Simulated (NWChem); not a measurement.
# Spin states of Sn (+1)

```xyz
1

Sn     0.0000     0.0000     0.0000
```
Charge +1, spin multiplicity 2.

Program: NWChem.

Basis set: def2-TZVP. The gap is E(quartet) − E(doublet), so a negative value puts the higher spin lower. Open shells are unrestricted. The quartet is the single determinant that the SCF runs reached, with unpaired electrons in orbitals of symmetry ag and b2u and b3u (D2h labels); it need not be the lowest quartet, which in molecules with degenerate π orbitals can need several determinants. Where the lowest doublet needs several determinants, the single determinant used here isn't a pure state and places it wrongly.

Effective core potentials replace the inner electrons of Sn; spin-orbit coupling is left out. B3LYP has NWChem's definition, with VWN1-RPA local correlation. No SCF solution was tested for a lower state. Open-shell Hartree-Fock references start from PBE0 orbitals.

Problem. Order these methods by the vertical doublet-quartet gap they give, lowest first: BHandHLYP, B3LYP, PBE, HF.

Solution. HF (97.0 kcal/mol), BHandHLYP (135.6 kcal/mol), PBE (143.8 kcal/mol), B3LYP (144.9 kcal/mol)
